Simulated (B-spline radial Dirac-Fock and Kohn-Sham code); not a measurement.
What relativity does to the binding energies of Nb³⁺

System: niobium as Nb³⁺, configuration [Kr] 4d2.

Both columns are ΔSCF binding energies of the configuration average from an atomic code on a B-spline grid: non-relativistic Hartree-Fock with a point nucleus, and Dirac-Fock with a finite nucleus and the Coulomb interaction alone, averaged over the two j levels with weights 2j+1.

| shell | Hartree-Fock (eV) | Dirac-Fock (eV) | shift (eV) | shift (%) |
| --- | --- | --- | --- | --- |
| 1s | 18630.7 | 19076.3 | +445.56 | +2.39 |
| 2s | 2644.8 | 2749.2 | +104.41 | +3.95 |
| 2p | 2420.3 | 2447.6 | +27.25 | +1.13 |
| 3s | 493.2 | 512.7 | +19.52 | +3.96 |
| 3p | 406.9 | 411.9 | +4.99 | +1.23 |
| 3d | 249.4 | 245.8 | -3.62 | -1.45 |
| 4s | 98.85 | 101.9 | +3.00 | +3.04 |
| 4p | 71.73 | 72.24 | +0.51 | +0.71 |
| 4d | 36.26 | 35.79 | -0.48 | -1.31 |

Relativity binds 1s, 2s, 2p, 3s, 3p, 4s, 4p more strongly, among those listed most of all 3s in relative terms, and 3d, 4d more weakly, because the contracted s and p shells screen the nucleus better.

Values without a named source are computed, but for edge energies of neutral atoms, which are taken from tables.
